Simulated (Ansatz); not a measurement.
A nudged elastic band was laid between two geometries of C2H7BSeSi (12 atoms, charge 0, multiplicity 1).

Theory: Ansatz 0.2.0, RKS PBE-D4/def2-SVP.

```
movable images  : 5
climbing image  : yes
spring          : 5.0 eV/Å²
optimiser       : quadratic models (default)
start path      : through a guess of the saddle point
force threshold : 0.03 eV/Å
iteration limit : 60
end points      : relaxed
```

Initial state:

```xyz
12
Properties=species:S:1:pos:R:3
C -1.729 -0.669 0.795
C -0.469 0.119 1.076
Se 1.179 -0.919 1.756
B 0.794 0.084 0.184
Si 1.633 0.611 -1.548
H -2.254 -0.971 1.724
H -1.524 -1.581 0.200
H -2.430 -0.034 0.209
H -0.630 1.015 1.705
H 1.652 2.114 -1.679
H 0.815 0.073 -2.697
H 3.042 0.103 -1.692
```

Final state:

```xyz
12
Properties=species:S:1:pos:R:3
C -1.786 -0.385 0.852
C -0.336 -0.060 1.132
Se 0.986 -1.636 1.291
B 0.797 -0.175 0.085
Si 1.628 0.568 -1.570
H -2.308 -0.788 1.745
H -1.896 -1.117 0.027
H -2.315 0.546 0.550
H -0.187 0.637 1.978
H 0.615 0.575 -2.689
H 2.828 -0.218 -2.024
H 2.052 1.998 -1.343
```

Problem. Which bonds break or form, and what moves?

Solution. No bond is made or broken. The dihedral Se3–B4–Si5–H12 goes from -2 to -124°. The two ends are copies of one structure, up to a mirror image or an exchange of like atoms.

Problem. Give the energies along the band, and the barrier.

Solution. The run converged. The highest image is number 5 of 0 to 6, 1.3 kJ/mol above the ends, which have the same energy within 2 meV. Beside the main top the profile has a ripple of under 15 meV (maxima at images 2, 5), which may be a very shallow well or noise. A vibrational analysis at the climbing image gives one clearly imaginary mode, 54i cm⁻¹: a first-order saddle point.

| image | path coordinate (Å) | energy (kJ/mol) | dihedral Se3–B4–Si5–H12 (°) |
| --- | --- | --- | --- |
| 0 | 0.00 | 0.0 | -2 |
| 1 | 1.37 | 0.9 | 36 |
| 2 | 2.74 | 1.1 | 73 |
| 3 | 4.11 | 0.0 | 112 |
| 4 | 5.48 | 0.7 | 153 |
| 5 | 6.85 | 1.3 | -173 |
| 6 | 8.62 | 0.0 | -124 |

Problem. What is the geometry of the highest image?

Solution. 
```xyz
12
Properties=species:S:1:pos:R:3
C -1.770 -0.497 0.860
C -0.369 0.006 1.132
Se 1.115 -1.397 1.415
B 0.785 -0.050 0.106
Si 1.594 0.618 -1.592
H -2.264 -0.885 1.774
H -1.782 -1.296 0.094
H -2.390 0.346 0.480
H -0.314 0.772 1.929
H 1.484 -0.450 -2.651
H 3.059 0.913 -1.397
H 0.930 1.865 -2.117
```

Time of the run: 5.8 min on 2 threads of Arm Neoverse N1, with other jobs on the host, peak memory 0.19 GiB.
